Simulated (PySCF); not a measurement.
**Two-component Hartree-Fock for Eu²⁺ (europium, charge +2)**

Start: [Xe] 4f7; 4f5/2 filled at m_j = -5/2, -3/2, -1/2, +1/2, +3/2, +5/2; 4f7/2 filled at m_j = +7/2. Calculated with PySCF 2.14 in x2c-QZVPPall-2c (16s16p12d6f4g1h, 213 functions): generalised Hartree-Fock with the X2C-1e Hamiltonian and a Gaussian nucleus; one run each with spin-orbit coupling (SO) switched off, then screened by Boettger's factors.

```csv
spinor shell,electrons,"ε, spin-free (eV)","ε, screened SO (eV)",weight of nominal j (screened SO),"rms radius, screened SO (bohr)"
1s1/2,2,-48773.0,-48764.5,1.000,0.0254
2s1/2,2,-8138.3,-8135.6,1.000,0.103
2p1/2,2,-7246.6,-7702.9,1.000,0.0881
2p3/2,4,-7246.6,-7050.4,1.000,0.0944
3s1/2,2,-1849.9,-1849.1,1.000,0.266
3p1/2,2,-1566.6,-1661.5,1.000,0.257
3p3/2,4,-1566.6,-1525.2,1.000,0.270
3d3/2,4,-1186.9,-1204.4,0.995,0.242
4s1/2,2,-399.47,-399.25,1.000,0.602
4p1/2,2,-303.71,-326.07,0.966,0.621
4p3/2,4,-303.71,-293.85,0.983,0.648
4d3/2,4,-167.13,-172.76,0.722,0.705
4d5/2,6,-167.13,-163.20,0.814,0.711
5s1/2,2,-67.757,-67.722,1.000,1.50
5p1/2,2,-42.516,-46.017,0.882,1.67
5p3/2,4,-42.516,-40.959,0.941,1.78
4f5/2,6,-27.762,-27.746,0.546,1.01
4f7/2,1,-27.762,-27.337,1.000,1.02
```

(1) Where does 3d5/2 lie, and what is the 3d spin-orbit splitting (screened SO)?

```csv
quantity,spin-free,screened SO
E (hartree),-10836.25290,-10842.87440
M_J,7/2,7/2
⟨J²⟩,15.759,15.759
⟨L²⟩,0.000,0.097
⟨S²⟩,15.759,15.705
```

Each row is a mean over spinors that exchange with the open shell spreads, by up to 17.888 eV (4d5/2).

Rows whose weight is well below 1 are mixtures of j = l ± 1/2: exchange outweighs spin-orbit coupling there, and the label is only the starting occupation.

Breit and QED terms are absent; they matter most for the inner s and p1/2 levels.

Densities and radii are taken from the X2C orbitals without a picture-change correction, which distorts them close to the nucleus.

Without spin-orbit coupling the j labels of p, d and f shells carry no meaning; the spin-free column gives the mean over the occupied spinors of each nl shell.

## Answers

(1) At -1174.5 eV, 29.837 eV above 3d3/2.
